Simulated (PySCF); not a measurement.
B(Cl)(OH)(SiH3) (BClH4OSi), SMILES OB([SiH3])Cl.

Geometry: B3LYP-D3(BJ)/def2-SVP. The values are those of a single conformer.

Computed with B3LYP/def2-TZVP (PySCF).

The molecule is in vacuum.

| Property | Value |
|---|---|
| total energy | -852.36220 hartree |
| point group | Cs |
| highest occupied level | -8.24 eV |
| lowest empty level | -1.30 eV |
| orbital gap | 6.93 eV |
| dipole moment | 1.37 D |
| quadrupole, principal values (traceless, Buckingham form, about the centre of nuclear charge) | -5.52, 0.12, 5.40 D·Å |
| mean static polarisability | 58.7 bohr³ (8.70 Å³) |
| polarisability, principal values | 47.0, 59.2, 69.9 bohr³ |
